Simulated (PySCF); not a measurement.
## How exact exchange moves a shielding

Molecule: SMILES CC(C)OBF, C₃H₈BFO.

Atoms are numbered as in `[CH3:1][CH:2]([CH3:3])[O:4][BH:5][F:6]`; H(Xn) means a hydrogen on atom n.

GIAO shieldings (ppm, equivalent atoms averaged) in PySCF on the PBE0-D3(BJ)/def2-SVP geometry, basis pcSseg-1, gas phase, non-relativistic:

```tsv
functional	exact exchange (%)	σ(C2)	σ(O4)	σ(B5)	σ(F6)
BLYP	0	105.8	125.3	71.5	239.4
BP86	0	111.3	130.8	74.2	240.1
PBE	0	111.8	128.0	73.5	236.9
B3LYP	20	111.9	140.3	74.8	255.7
PBE0	25	118.7	146.9	77.6	257.6
mPW1PW91	25	117.8	147.9	77.7	259.0
HF	100	132.2	193.7	89.9	304.9
```

**Question.** Fit each shielding as a line in the percentage of exact exchange.

**Answer.** σ(C2) = 110.1 + 0.23 x (rms 2.5 ppm); σ(O4) = 128.7 + 0.66 x (rms 2.1 ppm); σ(B5) = 72.9 + 0.17 x (rms 1.0 ppm); σ(F6) = 240.2 + 0.66 x (rms 1.9 ppm). The functionals also differ in their semilocal parts, which the line can't hold; Hartree–Fock has no correlation at all.

**Question.** What does the line predict for BHandHLYP (50 %), and what does the run give?

**Answer.** σ(C2): 121.6 predicted, 119.7 computed; σ(O4): 161.7 predicted, 160.8 computed; σ(B5): 81.4 predicted, 79.9 computed; σ(F6): 273.2 predicted, 276.5 computed ppm.
